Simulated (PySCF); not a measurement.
## Radial density of Ga²⁺ (gallium, charge +2)

LDA, [Ar] 3d10 4s1, 2S determinant. All numbers are calculated (PySCF 2.14, a scalar-relativistic core potential, in aug-cc-pVDZ-PP with ECP10MDF (5s4p3d, 32 functions)). This is the valence pseudo-density: the core potential removes the inner electrons and smooths the orbitals near the nucleus.

```tsv
r (bohr)	4πr²ρ (e/bohr)	4πr²(ρα − ρβ)
0.00178	1.250e-05	0.0000
0.00300	3.502e-05	0.0000
0.00505	9.633e-05	0.0000
0.00849	0.0002528	0.0000
0.0143	0.0005983	0.0000
0.0240	0.001278	0.0001
0.0404	0.004102	0.0001
0.0679	0.03659	0.0001
0.114	0.3966	-0.0002
0.192	2.774	-0.0003
0.323	12.96	0.0382
0.544	26.65	0.0876
0.915	13.40	0.0203
1.54	2.470	0.5467
2.59	0.4772	0.3668
4.35	0.01362	0.0131
7.32	6.658e-05	0.0001
```

Energies and moments cover only the electrons outside the core potential.
